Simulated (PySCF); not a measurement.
**Working out the ionisation energy of Kr**

Kr [Kr] (1S) → Kr+ [Ar] 3d10 4s2 4p5 (2P). Calculation: PySCF 2.14, in pcseg-2 (6s5p3d1f, 43 functions); no relativity, point nucleus. Frozen: [Ar] 3d10. Energies in hartree (1 hartree = 27.21139 eV):

| part | Kr (lower) | Kr+ (upper) |
| --- | --- | --- |
| UHF | -2752.024150 | -2751.543031 |
| CCSD correlation | -0.186428 | -0.156880 |
| (T) | -0.005375 | -0.004041 |

What does Hartree-Fock give?

(-2751.543031) − (-2752.024150) = 0.481119 hartree = 13.092 eV.

What do CCSD and CCSD(T) give?

The CCSD correlation energies differ by 0.029548 hartree = 0.804 eV and the triples by 0.001334 hartree = 0.036 eV, so CCSD gives 13.896 eV and CCSD(T) 13.932 eV.

Measured between the centres of the two terms (NIST): 14.222 eV, so CCSD(T) (valence) is off by -0.290 eV.

The calculation is non-relativistic.

What remains against the reference includes basis incompleteness, the frozen core and higher excitations.
